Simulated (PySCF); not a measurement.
ClF2H3SSi2, SMILES Cl[SiH2]S[SiH](F)F. Atoms are numbered in the order given.

```xyz
9

Si     1.2789     0.3214    -1.0647
F      2.4130    -0.1867    -0.0194
F      0.7416     1.7571    -0.5093
S     -0.3584    -1.0437    -1.1724
Si    -1.6849    -0.1280     0.2776
Cl    -0.8207    -0.0497     2.1621
H      1.9101     0.4957    -2.3996
H     -2.0674     1.2580    -0.1282
H     -2.8625    -1.0500     0.3072
```
Charge 0, spin multiplicity 1.

Geometry: PBE-D3(BJ)/def2-SVP. The structure was generated by enumeration, and PubChem lists no compound with its InChIKey, so it may never have been made. The values are those of a single conformer.

Level of theory: HF/pcSseg-1 (PySCF).

GIAO shieldings, no solvent; atoms listed in one row are averaged. δ = σ(ref) − σ: ²⁹Si against TMS (σ = 393.8 ppm); ¹⁹F against CFCl3 (σ = 238.5 ppm); ³³S against H2S (σ = 725.2 ppm); ³⁵Cl against HCl (σ = 958.2 ppm); ¹H against TMS (σ = 31.99 ppm), references at their B3LYP-D3(BJ)/def2-TZVP geometries, non-relativistic (without spin–orbit terms, shifts of atoms bonded to Cl or Br come out too high).

```
nucleus  atoms  count  δ (ppm)
-------  -----  -----  -------
²⁹Si       Si5      1     -7.3
²⁹Si       Si1      1    -22.3
¹⁹F         F2      1   -100.8
¹⁹F         F3      1   -114.5
³³S         S4      1     -0.6
³⁵Cl       Cl6      1     -5.0
¹H          H8      1     5.71
¹H          H9      1     5.53
¹H          H7      1     5.39
```
